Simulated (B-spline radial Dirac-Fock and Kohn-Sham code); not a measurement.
# How the settings move the core levels of As³⁺

ΔSCF core binding energies without Breit or QED terms, calculated with a radial atomic solver. Keys: rel is the Hamiltonian (dirac, or spin-free x2c and nr, where L3 and M5 stand for the whole 2p and 3d shells), method is hf or an exchange,correlation pair (spin-unpolarised, also for the hole states), nuc the nuclear model, radius_factor scales its radius, rmax is the box in bohr, h the logarithmic mesh step, order the B-spline order, points the quadrature points per cell, c_factor scales the speed of light, and damp, ndamp, maxit and tol steer the iteration. The run stops when the commutator error falls below 10·tol·max(1, Z/10), or the numerical noise floor, and the energy has settled to about 1e-8 Ha; the virial ratio is −V/T.

Base input:

```json
{"items": [{"Z": 33, "q": 3, "cfg": [[1, 0, 2], [2, 0, 2], [2, 1, 6], [3, 0, 2], [3, 1, 6], [3, 2, 10], [4, 0, 2]], "A": 75, "rrms": 4.0968, "do": "settings", "holes": ["K", "L3", "M5"],
  "settings": [{"rel": "dirac", "method": "hf", "nuc": "fermi", "radius_factor": 1.0, "rmax": 45.0, "h": 0.3, "order": 8, "points": 10, "c_factor": 1.0, "maxit": 60, "damp": 0.5, "ndamp": 3, "tol": 1e-08}]}]}
```

The ground state converged in 10 iterations, with total energy -2257.49288 Ha, virial ratio 1.97749 and highest orbital energy -48.10 eV. ΔSCF binding energies: K (1s) 11938.1 eV, L3 (2p3/2) 1371.7 eV, M5 (3d5/2) 85.56 eV.

Changes from the base run:

| changed setting | Δ total energy (Ha) | Δ K (eV) | Δ L3 (eV) | Δ M5 (eV) | iterations |
| --- | --- | --- | --- | --- | --- |
| rel = "nr"; c_factor = 100.0; damp = 0.2 | +25.26959 | -179.01 | +2.85 | +1.40 | 9 |
| rmax = 80.0 | 0.00000 | 0.00 | 0.00 | 0.00 | 10 |
| h = 0.5 | +0.00803 | +0.01 | +0.01 | 0.00 | 10 |
| radius_factor = 0.8 | -0.00526 | +0.06 | 0.00 | 0.00 | 10 |
| order = 9 | 0.00000 | 0.00 | 0.00 | 0.00 | 10 |
| rel = "nr"; rmax = 80.0; tol = 1e-06 | ? | ? | ? | ? | ? |
| rel = "nr" | +25.26959 | -179.01 | +2.85 | +1.40 | 10 |

Question: What does the change rel = "nr"; rmax = 80.0; tol = 1e-06 do?

Answer: The total energy moves by +25.26959 Ha and the binding energies by K -179.01 eV, L3 +2.85 eV, M5 +1.40 eV; the run takes 8 iterations.
